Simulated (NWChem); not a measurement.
System: BeGeH$_{3}$Cl; SMILES [GeH3][Be][Cl]

Results from NWChem. Pople sets run with spherical d functions. Each level has its own optimisation; frequencies are unscaled.

For level Hartree-Fock/6-31G*:

```yaml
r Be–Ge (Å): 2.236
highest harmonic frequency (cm⁻¹): 2209
lowest (cm⁻¹): 181
dipole (D): 0.43
```

How do the values read with level PBE0/def2-SVP instead?


- r Be–Ge (Å) = 2.186
- highest harmonic frequency (cm⁻¹) = 2138
- lowest (cm⁻¹) = 167
- dipole (D) = 0.19
